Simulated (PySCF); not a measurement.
# Correlation energy of Co²⁺ (cobalt, charge +2)

[Ar] 3d6 4s1, 4s spin antiparallel (an excited configuration). Computed with PySCF 2.14 in aug-cc-pVTZ, with no relativity, point nucleus. Frozen: [Ar]; 7 electrons correlated.

MP2 pair energies summed by pair of shells (mhartree):

```
 pair   energy  share (%)
3d-3d  -119.18       84.1
3d-4s   -22.48       15.9
```

Total MP2 correlation energy: -141.66 mhartree.

Same-spin part -71.70 and opposite-spin part -69.96 mhartree; SCS-MP2 scales them by 1/3 and 6/5 to -107.85 mhartree.
